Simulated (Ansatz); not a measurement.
The inner images of a band of Cl3GeH + H3Si (9 atoms, charge 0, multiplicity 2) are given out of order.

These are results of Ansatz 0.2.0, UKS PBE/def2-SVP, not measurements.

First end point:

```xyz
9
Properties=species:S:1:pos:R:3
Ge 0.001 0.001 -0.281
Cl 0.015 0.025 1.891
Cl 2.043 0.026 -0.987
Cl -0.998 1.782 -0.987
H -0.725 -1.257 -0.803
Si -0.006 -0.010 5.338
H -0.779 -1.214 5.802
H 1.429 -0.075 5.783
H -0.662 1.268 5.782
```

Last end point:

```xyz
9
Properties=species:S:1:pos:R:3
Ge 0.007 0.011 -0.427
Cl -0.015 -0.026 3.131
Cl 2.060 0.013 -1.199
Cl -1.018 1.789 -1.199
H -0.711 -1.232 -1.091
Si -0.003 -0.005 5.222
H -0.768 -1.197 5.715
H 1.419 -0.069 5.693
H -0.653 1.262 5.692
```

Question: Put them in order from the first end to the last, with their energies above the first end.
A.
```xyz
9
Properties=species:S:1:pos:R:3
Ge 0.009 0.015 0.003
Cl 0.039 0.068 2.292
Cl 2.043 0.001 -0.767
Cl -1.020 1.769 -0.768
H -0.727 -1.260 -0.501
Si -0.006 -0.011 4.993
H -0.783 -1.221 5.427
H 1.429 -0.080 5.429
H -0.666 1.266 5.429
```
B.
```xyz
9
Properties=species:S:1:pos:R:3
Ge 0.004 0.007 -0.184
Cl 0.041 0.071 1.995
Cl 2.039 0.016 -0.915
Cl -1.005 1.773 -0.915
H -0.728 -1.262 -0.672
Si -0.010 -0.018 5.228
H -0.785 -1.223 5.686
H 1.429 -0.082 5.658
H -0.667 1.265 5.657
```
C.
```xyz
9
Properties=species:S:1:pos:R:3
Ge 0.027 0.045 -0.148
Cl 0.017 0.029 2.902
Cl 2.063 -0.013 -0.966
Cl -1.042 1.780 -0.967
H -0.718 -1.246 -0.678
Si -0.004 -0.007 5.002
H -0.778 -1.212 5.442
H 1.416 -0.082 5.474
H -0.662 1.252 5.476
```
D.
```xyz
9
Properties=species:S:1:pos:R:3
Ge 0.015 0.025 -0.033
Cl 0.029 0.051 2.670
Cl 2.064 -0.006 -0.807
Cl -1.037 1.783 -0.808
H -0.731 -1.267 -0.545
Si -0.003 -0.006 4.893
H -0.774 -1.207 5.380
H 1.415 -0.080 5.393
H -0.660 1.253 5.394
```
E.
```xyz
9
Properties=species:S:1:pos:R:3
Ge 0.006 0.009 -0.089
Cl 0.044 0.077 2.110
Cl 2.040 0.008 -0.827
Cl -1.013 1.770 -0.827
H -0.729 -1.263 -0.571
Si -0.009 -0.015 5.116
H -0.786 -1.225 5.550
H 1.431 -0.081 5.538
H -0.668 1.267 5.537
```
F.
```xyz
9
Properties=species:S:1:pos:R:3
Ge 0.051 0.088 -0.270
Cl -0.006 -0.010 3.015
Cl 2.055 -0.008 -1.159
Cl -1.034 1.775 -1.160
H -0.703 -1.219 -0.742
Si -0.011 -0.018 5.110
H -0.780 -1.217 5.576
H 1.410 -0.088 5.583
H -0.664 1.244 5.584
```
G.
```xyz
9
Properties=species:S:1:pos:R:3
Ge 0.081 0.140 -0.393
Cl -0.074 -0.129 3.120
Cl 2.060 0.004 -1.331
Cl -1.026 1.786 -1.332
H -0.683 -1.184 -0.799
Si -0.019 -0.033 5.209
H -0.774 -1.207 5.760
H 1.412 -0.080 5.655
H -0.659 1.250 5.649
```

Answer: B (+0.1 kcal/mol), E (+0.6 kcal/mol), A (+1.3 kcal/mol), D (-7.5 kcal/mol), C (-12.5 kcal/mol), F (-13.5 kcal/mol), G (-13.7 kcal/mol).

Run time: 2.1 min on 4 threads of Arm Neoverse V2, on a shared host, peak memory 0.22 GiB.
